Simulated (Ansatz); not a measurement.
Geometry optimisation, Ansatz 0.2.0, RKS PBE-D4/6-31G.

The input (input.yaml):

```yaml
crystal:
  periodic: [false, false, false]
  atoms:
    - { symbol: Si, position_ang: [0.0, 0.0, 0.0] }
    - { symbol: F, position_ang: [0.0, 0.0, 1.59] }
    - { symbol: H, position_ang: [1.3768, 0.0, -0.4862] }
    - { symbol: "N", position_ang: [-0.8572, 1.4851, -0.6061] }
    - { symbol: C, position_ang: [-2.2719, 1.4087, -0.9981] }
    - { symbol: H, position_ang: [-2.8245, 0.7784, -0.2704] }
    - { symbol: H, position_ang: [-2.7088, 2.429, -1.0098] }
    - { symbol: H, position_ang: [-2.3521, 0.9607, -2.0106] }
    - { symbol: C, position_ang: [-0.1354, 2.762, -0.7039] }
    - { symbol: H, position_ang: [-0.2436, 3.1711, -1.73] }
    - { symbol: H, position_ang: [-0.5567, 3.4827, 0.0276] }
    - { symbol: H, position_ang: [0.9399, 2.5975, -0.4831] }
    - { symbol: O, position_ang: [-0.7913, -1.3709, -0.5594] }
    - { symbol: C, position_ang: [-1.5365, -2.2685, 0.2501] }
    - { symbol: H, position_ang: [-1.2251, -2.1576, 1.3097] }
    - { symbol: H, position_ang: [-2.6187, -2.04, 0.1571] }
    - { symbol: H, position_ang: [-1.349, -3.3106, -0.083] }
basis:
  gaussian: { orbitals: "6-31G" }
hamiltonian:
  xc: pbe
  dispersion: d4
relax:
  f_tol: 0.02
  max_steps: 40
```

Run as:

```bash
$ ansatz run input.yaml --threads 1 --pin off --max-ram 2048MiB --backend cpu --events-out ev --progress --plain --runs-dir out
```

Question: Where does it end, and by what steps?

Answer: The forces met the threshold. The force dipped under the threshold on the way, but the program's further checks kept it going. Limits of this set-up: no polarisation functions. After 26 steps the energy has fallen by 0.626 eV; H16 moved furthest, 1.06 Å.

| step | energy less start (eV) | largest force component (eV/Å) | accepted |
| --- | --- | --- | --- |
| 0 | 0.0000 | 4.553 | yes |
| 1 | -0.3474 | 2.470 | yes |
| 2 | -0.4961 | 0.255 | yes |
| 3 | -0.5274 | 0.405 | yes |
| 4 | -0.4752 | 1.137 | no |
| 5 | -0.5487 | 0.111 | yes |
| 6 | -0.5611 | 0.130 | yes |
| 7 | -0.5724 | 0.310 | yes |
| 8 | -0.5880 | 0.107 | yes |
| 9 | -0.5951 | 0.120 | yes |
| 10 | -0.5992 | 0.139 | yes |
| 11 | -0.6021 | 0.094 | yes |
| 12 | -0.6048 | 0.106 | yes |
| 13 | -0.6075 | 0.184 | yes |
| 14 | -0.6104 | 0.191 | yes |
| 15 | -0.6137 | 0.273 | yes |
| 16 | -0.6175 | 0.179 | yes |
| 17 | -0.6187 | 0.123 | yes |
| 18 | -0.6233 | 0.030 | yes |
| 19 | -0.6191 | 0.323 | no |
| 20 | -0.6223 | 0.083 | no |
| 21 | -0.6243 | 0.010 | yes |
| 22 | -0.6249 | 0.109 | yes |
| 23 | -0.6257 | 0.044 | yes |
| 24 | -0.6262 | 0.019 | yes |
| 25 | -0.6264 | 0.027 | yes |
| 26 | -0.6265 | 0.011 | yes |

```xyz
17
Properties=species:S:1:pos:R:3
Si -0.241 0.073 0.102
F -0.327 -0.002 1.821
H 1.228 -0.023 -0.228
N -0.879 1.508 -0.652
C -2.317 1.702 -0.872
H -2.843 0.751 -0.693
H -2.734 2.483 -0.206
H -2.502 2.005 -1.921
C -0.023 2.649 -0.986
H -0.174 2.949 -2.042
H -0.237 3.528 -0.345
H 1.038 2.379 -0.855
O -1.273 -1.210 -0.425
C -1.429 -2.472 0.297
H -1.636 -2.301 1.368
H -2.280 -2.993 -0.166
H -0.524 -3.098 0.197
```

Time of the run: 2.7 min on 1 thread of Arm Neoverse V2, with other jobs on the host, peak memory 0.19 GiB.
